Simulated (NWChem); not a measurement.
Basis-set convergence for HClPbS

```xyz
4

Pb    -0.2325     0.4272     0.0000
Cl    -1.1244    -1.8926     0.0000
S      2.2219    -0.2441     0.0000
H      2.6313     1.0464     0.0000
```
Charge 0, spin multiplicity 1.

Everything below was run with NWChem. All single points use one geometry, from PBE0/def2-SVP with def2 effective core potentials on Pb, a minimum by its harmonic frequencies. It is one conformer; others weren't searched.

Quantity: LUMO energy at the level PBE.

Effective core potentials replace the inner electrons of Pb; spin-orbit coupling is left out. The structure started from a generated list of species.

The cost column gives rough processor time relative to def2-SVP; each entry includes its own SCF.

### Question
In def2-QZVP the value is -3.51 eV. Among def2-SVP, def2-SVPD, def2-TZVP, def2-TZVPP, def2-TZVPD, which is the smallest basis within 0.1 eV of it?

### Answer
def2-SVPD, with 94 functions against 252 and about 3 % of the time (also within reach: def2-TZVP, def2-TZVPP, def2-TZVPD). def2-QZVP isn't the basis-set limit itself, and a small set can land close by cancellation.

| basis | functions | LUMO energy (eV) | relative cost |
|---|---|---|---|
| def2-SVP | 67 | -3.29 | 1 |
| def2-SVPD | 94 | -3.56 | under 3 |
| def2-TZVP | 130 | -3.46 | 3 |
| def2-TZVPP | 148 | -3.46 | 4 |
| def2-TZVPD | 157 | -3.53 | 5 |
| def2-QZVP | 252 | -3.51 | 70 |
